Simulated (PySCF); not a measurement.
C$_{6}$H$_{14}$, charge +1, quartet, geometry from GFN2-xTB of the parent state (a state made from the parent by changing its charge; the spin is typed, not shown lowest); HF/3-21G (PySCF).

PySCF was given this input:
```python
from pyscf import gto, scf

mol = gto.M(
    atom='''
C     2.844660    0.875284   -0.363333
C     1.834965    0.041423    0.415963
C     0.454312    0.064508   -0.235878
C    -0.560375   -0.762179    0.550952
C    -1.926619   -0.855497   -0.129382
C    -2.668120    0.475553   -0.174291
H     2.948184    0.497893   -1.378536
H     2.522611    1.913176   -0.416410
H     3.820599    0.843247    0.115703
H     2.188230   -0.990690    0.477858
H     1.757957    0.425177    1.436054
H     0.114427    1.099229   -0.304934
H     0.529932   -0.330339   -1.252127
H    -0.683510   -0.330329    1.547158
H    -0.163982   -1.773062    0.677887
H    -1.797000   -1.232778   -1.146484
H    -2.537362   -1.579826    0.415310
H    -2.774041    0.885533    0.827937
H    -3.661875    0.339937   -0.595508
H    -2.137105    1.198278   -0.788088
''',
    basis='3-21g',
    charge=1,
    spin=3,
    verbose=4,
)

mf = scf.ROHF(mol)
mf.kernel()
```

What the program printed (banner, timings and long lists left out):

```
PySCF version 2.14.0

[INPUT] verbose = 4
[INPUT] num. atoms = 20
[INPUT] num. electrons = 49
[INPUT] charge = 1
[INPUT] spin (= nelec alpha-beta = 2S) = 3
[INPUT] symmetry False subgroup None
[INPUT] Mole.unit = angstrom
[INPUT] Symbol           X                Y                Z      unit          X                Y                Z       unit  Magmom
[INPUT]  1 C      2.844660000000   0.875284000000  -0.363333000000 AA    5.375628317505   1.654047041214  -0.686599862017 Bohr   0.0
[INPUT]  2 C      1.834965000000   0.041423000000   0.415963000000 AA    3.467581298163   0.078278125258   0.786056147952 Bohr   0.0
[INPUT]  3 C      0.454312000000   0.064508000000  -0.235878000000 AA    0.858525255103   0.121902452843  -0.445744818810 Bohr   0.0
[INPUT]  4 C     -0.560375000000  -0.762179000000   0.550952000000 AA   -1.058955277053  -1.440309567895   1.041148387781 Bohr   0.0
[INPUT]  5 C     -1.926619000000  -0.855497000000  -0.129382000000 AA   -3.640782256383  -1.616655030387  -0.244496545448 Bohr   0.0
[INPUT]  6 C     -2.668120000000   0.475553000000  -0.174291000000 AA   -5.042016067475   0.898664927715  -0.329362255977 Bohr   0.0
[INPUT]  7 H      2.948184000000   0.497893000000  -1.378536000000 AA    5.571260324825   0.940881409338  -2.605055492853 Bohr   0.0
[INPUT]  8 H      2.522611000000   1.913176000000  -0.416410000000 AA    4.767043908815   3.615378668091  -0.786900855530 Bohr   0.0
[INPUT]  9 H      3.820599000000   0.843247000000   0.115703000000 AA    7.219885741787   1.593505885361   0.218646981791 Bohr   0.0
[INPUT] 10 H      2.188230000000  -0.990690000000   0.477858000000 AA    4.135155397557  -1.872132774345   0.903020746432 Bohr   0.0
[INPUT] 11 H      1.757957000000   0.425177000000   1.436054000000 AA    3.322057268762   0.803468084464   2.713748760086 Bohr   0.0
[INPUT] 12 H      0.114427000000   1.099229000000  -0.304934000000 AA    0.216235691256   2.077241758180  -0.576241746068 Bohr   0.0
[INPUT] 13 H      0.529932000000  -0.330339000000  -1.252127000000 AA    1.001426344643  -0.624250238263  -2.366177103173 Bohr   0.0
[INPUT] 14 H     -0.683510000000  -0.330329000000   1.547158000000 AA   -1.291646703401  -0.624231341001   2.923704891430 Bohr   0.0
[INPUT] 15 H     -0.163982000000  -1.773062000000   0.677887000000 AA   -0.309881069358  -3.350601581874   1.281020773403 Bohr   0.0
[INPUT] 16 H     -1.797000000000  -1.232778000000  -1.146484000000 AA   -3.395837845843  -2.329612792389  -2.166540766196 Bohr   0.0
[INPUT] 17 H     -2.537362000000  -1.579826000000   0.415310000000 AA   -4.794919258879  -2.985438464467   0.784822156793 Bohr   0.0
[INPUT] 18 H     -2.774041000000   0.885533000000   0.827937000000 AA   -5.242177748315   1.673414844264   1.564574178394 Bohr   0.0
[INPUT] 19 H     -3.661875000000   0.339937000000  -0.595508000000 AA   -6.919940852392   0.642387829606  -1.125347024987 Bohr   0.0
[INPUT] 20 H     -2.137105000000   1.198278000000  -0.788088000000 AA   -4.038543149439   2.264417241092  -1.489270482056 Bohr   0.0

nuclear repulsion = 248.666129213802
number of shells = 58
number of NR pGTOs = 132
number of NR cGTOs = 82
basis = 3-21g
ecp = {}

******** <class 'pyscf.scf.rohf.ROHF'> ********
method = ROHF
initial guess = minao
damping factor = 0
level_shift factor = 0
DIIS = <class 'pyscf.scf.diis.CDIIS'>
diis_start_cycle = 1
diis_space = 8
diis_damp = 0
SCF conv_tol = 1e-09
SCF conv_tol_grad = None
SCF max_cycles = 50
direct_scf = True
direct_scf_tol = 1e-13
num. doubly occ = 23  num. singly occ = 3
Set gradient conv threshold to 3.16228e-05
init E= -234.956225742044
  HOMO = 0.169285733597908  LUMO = 0.184149194259053  gap/eV = 0.40446
cycle= 1 E= -233.053467826425  delta_E=  1.9  |g|= 0.557  |ddm|= 7.18
  HOMO = -0.0827232108573575  LUMO = 0.0210230790001371  gap/eV = 2.82308
cycle= 2 E= -233.137665680717  delta_E= -0.0842  |g|= 0.339  |ddm|= 2.98
  HOMO = -0.0321892691411598  LUMO = 0.0774563078346326  gap/eV = 2.98361
cycle= 3 E= -233.177402536133  delta_E= -0.0397  |g|= 0.156  |ddm|= 1.31
  HOMO = -0.0325377051395583  LUMO = 0.0768164962738527  gap/eV = 2.97568
cycle= 4 E= -233.189360193002  delta_E= -0.012  |g|= 0.0677  |ddm|= 1.18
  HOMO = -0.0343167686549388  LUMO = 0.0789799813802952  gap/eV = 3.08296
cycle= 5 E= -233.195851982179  delta_E= -0.00649  |g|= 0.0416  |ddm|= 0.73
  HOMO = -0.0333651844864797  LUMO = 0.0787677313786945  gap/eV = 3.05129
cycle= 6 E= -233.199863055064  delta_E= -0.00401  |g|= 0.0327  |ddm|= 0.439
  HOMO = -0.0332595167191765  LUMO = 0.0789500277291801  gap/eV = 3.05338
cycle= 7 E= -233.203595164039  delta_E= -0.00373  |g|= 0.0337  |ddm|= 0.508
  HOMO = -0.0337433971319276  LUMO = 0.0790904021008285  gap/eV = 3.07036
cycle= 8 E= -233.202906280765  delta_E= 0.000689  |g|= 0.0335  |ddm|=  0.1
  HOMO = -0.0378605660945741  LUMO = 0.0804749369707669  gap/eV = 3.22007
cycle= 9 E= -233.199491341536  delta_E= 0.00341  |g|= 0.0322  |ddm|= 0.646
  HOMO = -0.0384588660653118  LUMO = 0.0813724484623353  gap/eV = 3.26078
cycle= 10 E= -233.198283609055  delta_E= 0.00121  |g|= 0.0309  |ddm|= 0.678
  HOMO = -0.0218031652780852  LUMO = 0.080624518111307  gap/eV = 2.78720
cycle= 11 E= -233.205014736052  delta_E= -0.00673  |g|= 0.0269  |ddm|= 0.434
  HOMO = -0.0196514737897093  LUMO = 0.0838105397936006  gap/eV = 2.81534
cycle= 12 E= -233.210144524654  delta_E= -0.00513  |g|= 0.0289  |ddm|=  1.3
  HOMO = -0.0214614093080989  LUMO = 0.0818309119416583  gap/eV = 2.81073
cycle= 13 E= -233.20774676889  delta_E= 0.0024  |g|= 0.0191  |ddm|= 1.07
  HOMO = -0.0216265452292119  LUMO = 0.0840238241592179  gap/eV = 2.87489
cycle= 14 E= -233.210793390809  delta_E= -0.00305  |g|= 0.0119  |ddm|= 0.718
  HOMO = -0.018677386397373  LUMO = 0.0848221180437156  gap/eV = 2.81636
cycle= 15 E= -233.211941590307  delta_E= -0.00115  |g|= 0.0119  |ddm|= 0.747
  HOMO = -0.0216220535077962  LUMO = 0.0827495479284375  gap/eV = 2.84010
cycle= 16 E= -233.21129138955  delta_E= 0.00065  |g|= 0.0117  |ddm|= 0.783
  HOMO = -0.0202781160800938  LUMO = 0.0833830348158999  gap/eV = 2.82076
cycle= 17 E= -233.212332432511  delta_E= -0.00104  |g|= 0.00711  |ddm|= 0.478
  HOMO = -0.0196651440760189  LUMO = 0.0828985236861284  gap/eV = 2.79090
cycle= 18 E= -233.212609613827  delta_E= -0.000277  |g|= 0.00625  |ddm|= 0.184
  HOMO = -0.0192323763330027  LUMO = 0.0830165705190566  gap/eV = 2.78234
cycle= 19 E= -233.212962065572  delta_E= -0.000352  |g|= 0.00417  |ddm|= 0.276
  HOMO = -0.0191241574997174  LUMO = 0.0826311848612065  gap/eV = 2.76890
cycle= 20 E= -233.213134875867  delta_E= -0.000173  |g|= 0.00461  |ddm|= 0.153
  HOMO = -0.0191598166890645  LUMO = 0.0826873767132867  gap/eV = 2.77140
cycle= 21 E= -233.213089292118  delta_E= 4.56e-05  |g|= 0.00452  |ddm|= 0.0442
  HOMO = -0.0190489501419946  LUMO = 0.0827923165510716  gap/eV = 2.77124
cycle= 22 E= -233.213050853085  delta_E= 3.84e-05  |g|= 0.00419  |ddm|= 0.0917
  HOMO = -0.0185666931939288  LUMO = 0.0824030699801481  gap/eV = 2.74753
cycle= 23 E= -233.212953788094  delta_E= 9.71e-05  |g|= 0.00309  |ddm|= 0.273
  HOMO = -0.0181795303212922  LUMO = 0.082170929263115  gap/eV = 2.73068
cycle= 24 E= -233.21292130904  delta_E= 3.25e-05  |g|= 0.00236  |ddm|= 0.364
  HOMO = -0.0175206220434991  LUMO = 0.0821228802433067  gap/eV = 2.71144
cycle= 25 E= -233.212918862637  delta_E= 2.45e-06  |g|= 0.00156  |ddm|= 0.0963
  HOMO = -0.0173290140372786  LUMO = 0.0821852443742759  gap/eV = 2.70792
cycle= 26 E= -233.212930538643  delta_E= -1.17e-05  |g|= 0.00132  |ddm|= 0.0724
  HOMO = -0.0171354546166991  LUMO = 0.0823480862290431  gap/eV = 2.70709
cycle= 27 E= -233.212947212728  delta_E= -1.67e-05  |g|= 0.00109  |ddm|= 0.0843
  HOMO = -0.0173810201844797  LUMO = 0.0825115100361695  gap/eV = 2.71821
cycle= 28 E= -233.212960038723  delta_E= -1.28e-05  |g|= 0.00108  |ddm|= 0.0613
  HOMO = -0.017357294697967  LUMO = 0.0826587391396845  gap/eV = 2.72157
cycle= 29 E= -233.212972164064  delta_E= -1.21e-05  |g|= 0.000983  |ddm|= 0.0613
  HOMO = -0.0176215074151473  LUMO = 0.0829268914044246  gap/eV = 2.73606
cycle= 30 E= -233.212995981211  delta_E= -2.38e-05  |g|= 0.00096  |ddm|= 0.114
  HOMO = -0.0177874668920888  LUMO = 0.0833516311603697  gap/eV = 2.75214
cycle= 31 E= -233.213025949258  delta_E= -3e-05  |g|= 0.000681  |ddm|= 0.192
  HOMO = -0.0176827863067017  LUMO = 0.0834223748206466  gap/eV = 2.75121
cycle= 32 E= -233.213033622109  delta_E= -7.67e-06  |g|= 0.0005  |ddm|= 0.0561
  HOMO = -0.0178818388048962  LUMO = 0.0836662676504751  gap/eV = 2.76326
cycle= 33 E= -233.213042184426  delta_E= -8.56e-06  |g|= 0.000537  |ddm|= 0.0992
  HOMO = -0.0179815992169812  LUMO = 0.0837336625709599  gap/eV = 2.76781
cycle= 34 E= -233.21304526796  delta_E= -3.08e-06  |g|= 0.000326  |ddm|= 0.0509
  HOMO = -0.0179605354840926  LUMO = 0.0837194008051947  gap/eV = 2.76685
cycle= 35 E= -233.213046716082  delta_E= -1.45e-06  |g|= 0.000183  |ddm|= 0.0256
  HOMO = -0.0180680876204908  LUMO = 0.0838063095118131  gap/eV = 2.77214
cycle= 36 E= -233.213047424564  delta_E= -7.08e-07  |g|= 0.00013  |ddm|= 0.0347
  HOMO = -0.0180890743826332  LUMO = 0.0838147324336629  gap/eV = 2.77294
cycle= 37 E= -233.213047575436  delta_E= -1.51e-07  |g|= 0.000126  |ddm|= 0.00671
  HOMO = -0.0181033868101177  LUMO = 0.0838279806134103  gap/eV = 2.77369
cycle= 38 E= -233.21304764857  delta_E= -7.31e-08  |g|= 0.000131  |ddm|= 0.00466
  HOMO = -0.0180933191872517  LUMO = 0.0838175246094006  gap/eV = 2.77314
cycle= 39 E= -233.213047631121  delta_E= 1.74e-08  |g|= 0.000129  |ddm|= 0.00346
  HOMO = -0.0180913114337966  LUMO = 0.0838193863879817  gap/eV = 2.77313
cycle= 40 E= -233.213047618129  delta_E= 1.3e-08  |g|= 0.000127  |ddm|= 0.00101
  HOMO = -0.0180895945520665  LUMO = 0.0838209485343979  gap/eV = 2.77313
cycle= 41 E= -233.213047560236  delta_E= 5.79e-08  |g|= 0.000118  |ddm|= 0.0022
  HOMO = -0.0180906030720518  LUMO = 0.0838250844754094  gap/eV = 2.77327
cycle= 42 E= -233.213047535746  delta_E= 2.45e-08  |g|= 0.000114  |ddm|= 0.00178
  HOMO = -0.0180952237844378  LUMO = 0.083821929551207  gap/eV = 2.77331
cycle= 43 E= -233.213047533282  delta_E= 2.46e-09  |g|= 0.000113  |ddm|= 0.00126
  HOMO = -0.0180882739820629  LUMO = 0.0838192297897002  gap/eV = 2.77304
cycle= 44 E= -233.213047466109  delta_E= 6.72e-08  |g|= 0.000107  |ddm|= 0.00281
  HOMO = -0.0180839624733  LUMO = 0.0838136601702795  gap/eV = 2.77278
cycle= 45 E= -233.213047427849  delta_E= 3.83e-08  |g|= 0.000102  |ddm|= 0.00287
  HOMO = -0.0180816733891827  LUMO = 0.0838087233835476  gap/eV = 2.77258
cycle= 46 E= -233.213047399099  delta_E= 2.87e-08  |g|= 9.91e-05  |ddm|= 0.00317
  HOMO = -0.0180856851303783  LUMO = 0.083810200217171  gap/eV = 2.77273
cycle= 47 E= -233.213047413767  delta_E= -1.47e-08  |g|= 0.0001  |ddm|= 0.00131
  HOMO = -0.0180803824858082  LUMO = 0.0838061495100026  gap/eV = 2.77247
cycle= 48 E= -233.21304742188  delta_E= -8.11e-09  |g|= 9.68e-05  |ddm|= 0.000889
  HOMO = -0.0180843887936311  LUMO = 0.0838035310422902  gap/eV = 2.77251
cycle= 49 E= -233.213047417533  delta_E= 4.35e-09  |g|= 9.94e-05  |ddm|= 0.00127
  HOMO = -0.0180785476575154  LUMO = 0.083795110989128  gap/eV = 2.77212
cycle= 50 E= -233.213047405897  delta_E= 1.16e-08  |g|= 9.51e-05  |ddm|= 0.00296
SCF not converged.
SCF energy = -233.213047405897
```

Convergence was not reached.
